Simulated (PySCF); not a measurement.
PySCF input (CCSD(T)/cc-pVDZ):

```python
from pyscf import gto, scf, mp, cc as ccmod

mol = gto.M(
    atom='''
    Si   -0.97543268    0.10959893    0.19520595
    P     1.13449721   -0.18862683   -0.28607200
    H    -1.82183741   -0.82343493   -0.62787256
    H    -1.62420637    1.45445963   -0.06147326
    H    -1.47167320   -0.15189419    1.60261794
    H     1.55631634    0.81588701    0.64492459
    ''',
    basis='cc-pvdz',
    charge=-1,
    spin=0,
    verbose=4,
)

mf = scf.RHF(mol)
mf.conv_tol = 1e-10
mf.max_cycle = 100
mf.kernel()
mp2 = mp.MP2(mf, frozen=10).run()
cc = ccmod.CCSD(mf, frozen=10)
cc.max_cycle = 100
cc.kernel()
et = cc.ccsd_t()
print(f'E(CCSD(T)) = {cc.e_tot + et:.9f}')
```

End of the output:

```
Extra cycle  E= -631.987286081022  delta_E= -3.18e-12  |g|= 8.48e-07  |ddm|= 5.41e-06
converged SCF energy = -631.987286081022

******** <class 'pyscf.mp.mp2.RMP2'> ********
nocc = 7, nmo = 46
frozen orbitals 10
E(RMP2) = -632.223596278551  E_corr = -0.236310197528788
E(SCS-RMP2) = -632.231685977662  E_corr = -0.244399896640663
E_corr(same-spin) = -0.0451988543006337
E_corr(oppo-spin) = -0.191111343228154

******** <class 'pyscf.cc.ccsd.CCSD'> ********
CC2 = 0
CCSD nocc = 7, nmo = 46
frozen orbitals 10
max_cycle = 100
direct = 0
conv_tol = 1e-07
conv_tol_normt = 1e-05
diis_space = 6
diis_start_cycle = 0
diis_start_energy_diff = 1e+09
Init t2, MP2 energy = -632.223596279852  E_corr(MP2) -0.236310198829956
Init E_corr(CCSD) = -0.236310198830562
cycle = 1  E_corr(CCSD) = -0.266739683199389  dE = -0.0304294844  norm(t1,t2) = 0.0518148
cycle = 2  E_corr(CCSD) = -0.274817750881788  dE = -0.00807806768  norm(t1,t2) = 0.0172423
cycle = 3  E_corr(CCSD) = -0.278085922310612  dE = -0.00326817143  norm(t1,t2) = 0.00744882
cycle = 4  E_corr(CCSD) = -0.278384786355512  dE = -0.000298864045  norm(t1,t2) = 0.00175654
cycle = 5  E_corr(CCSD) = -0.278261060503592  dE = 0.000123725852  norm(t1,t2) = 0.00078051
cycle = 6  E_corr(CCSD) = -0.278257748711694  dE = 3.3117919e-06  norm(t1,t2) = 0.000178255
cycle = 7  E_corr(CCSD) = -0.27826198229767  dE = -4.23358598e-06  norm(t1,t2) = 5.8058e-05
cycle = 8  E_corr(CCSD) = -0.278262136457178  dE = -1.54159508e-07  norm(t1,t2) = 2.11795e-05
cycle = 9  E_corr(CCSD) = -0.278261849040578  dE = 2.87416601e-07  norm(t1,t2) = 8.17468e-06
cycle = 10  E_corr(CCSD) = -0.278261663286787  dE = 1.85753791e-07  norm(t1,t2) = 2.30518e-06
cycle = 11  E_corr(CCSD) = -0.278261559544658  dE = 1.03742128e-07  norm(t1,t2) = 8.32597e-07
cycle = 12  E_corr(CCSD) = -0.278261543958988  dE = 1.55856708e-08  norm(t1,t2) = 2.8524e-07
CCSD converged
E(CCSD) = -632.2655476249806  E_corr = -0.2782615439589877
CCSD(T) correction = -0.00791988944567789
E(CCSD(T)) = -632.273467514
```

It need not be the lowest isomer of its formula. Whether it binds its extra electron was not tested at this geometry.
